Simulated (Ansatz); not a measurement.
`FB1BO[SiH2]1` → 2 B• + F• + 3 H• + O• + Si•  (atomization)

Computed with Ansatz on PBE0-D4/def2-TZVP structures; ΔE is electronic, products minus reactants. CBS: MP2 limit from def2 TZ/QZ plus the TZ coupled-cluster correction, frozen cores. This one scheme is used for every species, atoms too. DFT in def2-TZVPP. B3LYP here is the variant with VWN-RPA as its local correlation; programs differ in this. No spin–orbit coupling; open shells (•) take unrestricted orbitals. Spin–orbit coupling would lower the free atoms: a little for B, F, O, Si.

```
         level  ΔE (kcal/mol)  difference from CCSD(T)/CBS
        PBE-D4          758.4                         19.0
      B3LYP-D4          741.3                          1.9
      BHLYP-D4          719.3                        -20.1
        revPBE          725.6                        -13.8
         B3LYP          735.3                         -4.1
       r2SCANh          741.7                          2.3
       r2SCAN0          732.6                         -6.8
  MP2/def2-SVP          721.6                        -17.8
  HF/CBS(def2)          558.9                       -180.5
CCSD/CBS(def2)          727.3                        -12.1
   CCSD(T)/CBS          739.4                            0
```

Largest T1 diagnostic among the species: 0.017.

From PBE to PBE0 (25 % exact exchange), in def2-TZVPP and without D4, ΔE moves by −15.3 kcal/mol: exact exchange takes away binding that semilocal exchange gives to molecules. In def2-TZVPP, CCSD(T) changes the Hartree–Fock value by +162.9 kcal/mol (the triples alone add +12.1 kcal/mol) and MP2 by +186.2 kcal/mol; breaking electron pairs costs correlation energy, which Hartree–Fock lacks. The D4 term adds +6.0 kcal/mol with B3LYP and +3.1 kcal/mol with PBE0; it sums over pairs of atoms, weighted by their polarisabilities, and B3LYP, whose exchange is more repulsive, gets the larger term.

For atomizations the MP2-based limit and the directly extrapolated one differ by several kJ/mol either way, and by 10 to 25 for some Ge, Se and Sn compounds, so smaller differences from it don't rank the levels.
